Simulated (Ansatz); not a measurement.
Ti2S3, relaxed as a singlet with RKS PBE-D4/def2-SVP in Ansatz, starting from the GFN2-xTB geometry. Force threshold 0.02 eV/Å.

The structure comes from a short search, and lower isomers may exist.

Start:

```
atom    x (Å)    y (Å)    z (Å)
 Ti1   0.6213  -2.0770  -0.5484
 Ti2   0.7024   0.7816   1.3971
  S3   0.1723   1.7764  -1.3076
  S4  -0.9341   0.2547  -2.1084
  S5  -0.5619  -0.7356   2.5672
```

(1) Estimate the energy that the relaxation releases and the steps that it takes.

(2) Does the start keep its bonding and symmetry?

(3) Predict the relaxed structure.

Results:

(1) 937.5 kJ/mol, in 28 steps; 2.3 min on 4 threads of Intel Xeon on a shared host. No frequencies were taken in this run, so the end may be a saddle point.

(2) Bonds lost: S3–S4 (atoms count from 1). Bonds formed: Ti1–S3, Ti1–S5, Ti2–S4 (atoms count from 1). The end is the same structure that another start reached, the lowest one found.

(3) 
| atom | x (Å) | y (Å) | z (Å) |
| --- | --- | --- | --- |
| Ti1 | -1.106 | 0.181 | -0.214 |
| Ti2 | 1.106 | -0.181 | 0.215 |
| S3 | 0.355 | 1.950 | -0.186 |
| S4 | 0.115 | -1.188 | -1.593 |
| S5 | -0.469 | -0.762 | 1.779 |
Bond lengths (bridged metal pairs left out): 6 × S–Ti 2.29 Å.
